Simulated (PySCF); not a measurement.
**Vibration and rotation of TiN**

M06 constants of TiN, ²Σ⁺ (doublet), unpaired electrons σ ↑ (PySCF, no relativity, basis sets Ti def2-TZVPP, N def2-TZVPP; masses 47.9479 and 14.0031 u):

| Item | Value |
| --- | --- |
| ωe | 1167.1 cm⁻¹ |
| ωexe | 4.27 cm⁻¹ |
| Be | 0.65705 cm⁻¹ |
| αe | 0.00324 cm⁻¹ |
| D (centrifugal) | 8.33e-07 cm⁻¹ |

Question: Give the vibrational terms G(v) and spacings up to v = 6.

Answer: G(v) = ωe(v+½) − ωexe(v+½)².

| v | G(v) (cm⁻¹) | G(v) − G(v−1) | Bv (cm⁻¹) |
| --- | --- | --- | --- |
| 0 | 582 |  | 0.6554 |
| 1 | 1741 | 1159 | 0.6522 |
| 2 | 2891 | 1150 | 0.6490 |
| 3 | 4033 | 1141 | 0.6457 |
| 4 | 5165 | 1133 | 0.6425 |
| 5 | 6290 | 1124 | 0.6392 |
| 6 | 7406 | 1116 | 0.6360 |

De is left out where the level can put another filling of the metal’s s and d shells below the measured ground configuration, by anything from nothing to about 1 eV. The state is the lowest single determinant that the PBE0 search found; with open d or f shells the true ground state can be another one.
